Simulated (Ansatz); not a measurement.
Reaction (ligand exchange at the Si–C bond): `C[SiH2]S[SiH3]` + H–F → `F[SiH2]S[SiH3]` + CH₄

Program: Ansatz. Geometries: PBE0-D4/def2-TZVP. ΔE: electronic, gas phase. CCSD(T)/CBS adds triple-zeta CCSD(T) − MP2 to the extrapolated MP2 energy (def2 sets, frozen cores). This one scheme is used for every species. DFT in def2-TZVPP. HSE06 is defined as in plane-wave codes. Each species was taken in one conformer, which may not be the lowest.

(1) Is it downhill or uphill in electronic energy at CCSD(T)/CBS, and by how much? (Estimate.)

(2) What do these levels give: r2SCAN-D4, PBE0-D4, r2SCAN0-D4, CAM-B3LYP-D4, ωB97X-V, r2SCANh, HSE06, BHLYP, LC-ωPBE, RPA@PBE/def2-TZVPP, MP2/def2-TZVPP, CCSD/CBS(def2)? (An estimate is asked.)

Largest T1 diagnostic among the species: 0.012.

## Answers

(1) The calculation gave: Downhill: ΔE = -136.9 kJ/mol.

(2) Computed: r2SCAN-D4 -143.3, PBE0-D4 -130.5, r2SCAN0-D4 -140.5, CAM-B3LYP-D4 -148.4, ωB97X-V -141.6, r2SCANh -143.5, HSE06 -134.0, BHLYP -154.0, LC-ωPBE -137.8, RPA@PBE/def2-TZVPP -138.0, MP2/def2-TZVPP -136.6, CCSD/CBS(def2) -139.5 kJ/mol.

The D4 term adds +6.9 kJ/mol with B3LYP and +3.9 kJ/mol with PBE0; it sums over pairs of atoms, weighted by their polarisabilities, and B3LYP, whose exchange is more repulsive, gets the larger term. Leaving LDA and LC-ωPBE aside and taking each functional with its dispersion term where it has one, the values, not all of them listed here, spread over 22.0 kJ/mol, from CAM-B3LYP-D4 to revPBE-D4. LDA lies +4.9 kJ/mol from PBE without D4. In def2-TZVPP, CCSD(T) changes the Hartree–Fock value by +22.9 kJ/mol (the triples alone add +2.6 kJ/mol) and MP2 by +23.7 kJ/mol.

B3LYP here is the variant with VWN-RPA as its local correlation; programs differ in this.
